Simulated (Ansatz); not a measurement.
Input file for Ansatz (an electronic-structure program): R-PBE/def2-TZVPP on CH6BP (SMILES CBP), a point of a torsion scan.

Ansatz 0.2 input:
```yaml
crystal:
  periodic: [false, false, false]
  atoms:
    - {symbol: C, position_ang: [-1.12325096, 0.14123596, -0.29543237]}
    - {symbol: B, position_ang: [0.01375194, -0.11768323, 0.75522976]}
    - {symbol: P, position_ang: [1.83474098, -0.01582159, 0.30714648]}
    - {symbol: H, position_ang: [-1.54453743, -0.82549582, -0.57814498]}
    - {symbol: H, position_ang: [-1.95348632, 0.71898571, 0.10809709]}
    - {symbol: H, position_ang: [-0.78713932, 0.62123675, -1.21296556]}
    - {symbol: H, position_ang: [-0.25793638, -0.37963989, 1.86591753]}
    - {symbol: H, position_ang: [2.19001420, -1.31055850, 0.63069969]}
    - {symbol: H, position_ang: [1.75743594, -0.26172620, -1.05216478]}
basis:
  gaussian:
    orbitals: def2-TZVPP
hamiltonian:
  xc: {name: PBE}
scf: {lower_state_search: off}
```

The head of its log:

```
WARN ansatz: RAYON_NUM_THREADS=1 ignored (pool sized by the plan → 1); use --threads N
Functional definition: PBE
these checks for a lower state are left out or cut short: stability, starts, cluster_reference, orbital_swaps, neighbouring_geometries, increment
integrals: 0.08 GiB planned
990 factors; their error is unknown
mean field: 0.68 GiB planned
mean field evaluation 1: about -11082.9344 eV, gradient 6.4e1 eV
mean field evaluation 2: about -11062.3136 eV, gradient 9.9e1 eV
```

### Question
Predict the final total energy.

### Answer
-407.6681 hartree.
